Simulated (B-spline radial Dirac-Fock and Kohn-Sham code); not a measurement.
## K-line shifts caused by a second vacancy in Cu⁷⁺

System: copper as Cu⁷⁺, [Ar] 3d4.

These are calculated numbers from a radial B-spline solver; the model is relaxed Dirac-Fock hole states (ΔSCF) with Breit and QED corrections and a finite nucleus. Each two-hole energy is an average over J within one jj subconfiguration, not an observable level; in light atoms, where LS coupling holds, the j-resolved values are not observed lines, and for a K spectator the Kα1 hypersatellite is nearly forbidden. The model has no electron correlation.

Lines without a spectator: Kα2 (K-L2) 8023.3 eV, Kα1 (K-L3) 8043.3 eV, Kβ3 (K-M2) 8923.1 eV, Kβ1 (K-M3) 8926.1 eV. Shifts in eV with one spectator hole (a dash: not computed, or left out as unreliable):

| spectator hole | Kα2 | Kα1 | Kβ3 | Kβ1 |
| --- | --- | --- | --- | --- |
| L2 (2p1/2) | +29.50 | +36.2 | – | +84.4 |
| L3 (2p3/2) | +33.2 | +31.9 | +81.2 | – |
| M2 (3p1/2) | – | +3.40 | +9.85 | +11.85 |
| M3 (3p3/2) | +3.06 | – | +11.27 | +10.78 |

Problem. Where does the K-L3 hypersatellite lie, emitted when both K electrons are missing?

Solution. +310.4 eV from the normal line, at 8353.7 eV. Removing both K electrons costs 18756.6 eV, which is 430.3 eV more than twice the K binding energy. In light atoms the observed hypersatellite is the ¹S₀ → ¹P₁ component, which lies below this average, and the triplet component is nearly forbidden.

With n spectator holes in 2p, averaged over the 2p shell (energies in eV):

| n | KαLⁿ | step | hypersatellite KαʰLⁿ |
| --- | --- | --- | --- |
| 0 | 8036.6 | – | 8346.0 |
| 1 | 8069.9 | +33.2 | 8380.6 |
| 2 | 8104.4 | +34.5 | 8416.4 |
| 3 | 8140.1 | +35.8 | 8453.4 |
| 4 | 8177.1 | +37.0 | 8491.8 |
| 5 | 8215.5 | +38.3 | 8531.4 |

Run: 24 s of CPU time on 1 thread of Neoverse-N1 (shared host), peak memory 0.40 GiB.
